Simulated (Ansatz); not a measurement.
Input (CCSDT(Q)/def2-SVP; Ansatz, a program for electronic structure):

Ansatz 0.2 input:
```yaml
crystal:
  periodic: [false, false, false]
  atoms:
    - {symbol: Ge, position_ang: [0.59290770, -0.38916773, 0.02618274]}
    - {symbol: Cl, position_ang: [-1.17603880, 0.88014334, -0.05699436]}
    - {symbol: H, position_ang: [0.49253050, -1.19455237, 1.34829555]}
    - {symbol: H, position_ang: [0.52708276, -1.31451714, -1.21723908]}
basis:
  gaussian:
    orbitals: def2-SVP
magnetization: {spin_polarized: true, initial_magnetization: 1}
correlation: {method: ccsdt_q, electrons: outside_noble_gas}
```

Output:

```
Functional definition: HF
integrals: 0.06 GiB planned
995 factors; integrals over basis functions are off by at most 1.4e-7 eV
mean field: 0.33 GiB planned
mean field evaluation 1: about -68997.0278 eV, gradient 9.7e0 eV
mean field evaluation 2: about -68997.0434 eV, gradient 9.7e0 eV
mean field evaluation 4: about -68997.8971 eV, gradient 1.6e0 eV
mean field evaluation 8: about -68997.9311 eV, gradient 3.1e-3 eV
mean field evaluation 16: about -68997.8779 eV, gradient 1.6e0 eV
mean field -68997.93105623 eV, -2535.6271978390 hartree, gradient 3.0e-6 eV, S^2 0.753812; 0 other end points of the search recorded, 0 dependent functions left out
19 core orbitals not correlated
reference -68997.93105623 eV, -2535.6271978390 hartree; 7, 6 occupied and 34, 35 virtual orbitals, 995 factors
second order -5.81589518 eV of doubles, -0.00000000 eV of singles
coupled cluster: 0.64 GiB planned
cycle   1  -6.40777939 eV  change   -5.9e-1 eV  update   6.9e-2
cycle   2  -6.70942712 eV  change   -3.0e-1 eV  update   2.9e-2
cycle   3  -6.81162206 eV  change   -1.0e-1 eV  update   1.8e-2
cycle   4  -6.80410816 eV  change    7.5e-3 eV  update   6.1e-3
cycle   5  -6.80609551 eV  change   -2.0e-3 eV  update   3.4e-3
cycle   6  -6.80692319 eV  change   -8.3e-4 eV  update   1.5e-3
cycle   7  -6.80668426 eV  change    2.4e-4 eV  update   8.4e-4
cycle   8  -6.80688005 eV  change   -2.0e-4 eV  update   2.9e-4
cycle   9  -6.80692898 eV  change   -4.9e-5 eV  update   1.2e-4
cycle  10  -6.80686519 eV  change    6.4e-5 eV  update   5.1e-5
cycle  11  -6.80686857 eV  change   -3.4e-6 eV  update   2.4e-5
cycle  12  -6.80687534 eV  change   -6.8e-6 eV  update   1.1e-5
cycle  13  -6.80688190 eV  change   -6.6e-6 eV  update   5.6e-6
cycle  14  -6.80688791 eV  change   -6.0e-6 eV  update   2.6e-6
cycle  15  -6.80688849 eV  change   -5.8e-7 eV  update   1.2e-6
perturbative correction -0.01045160 eV, -0.0003840892 hartree
Total energy: -69004.74839632 eV, -2535.8777304665 hartree
```
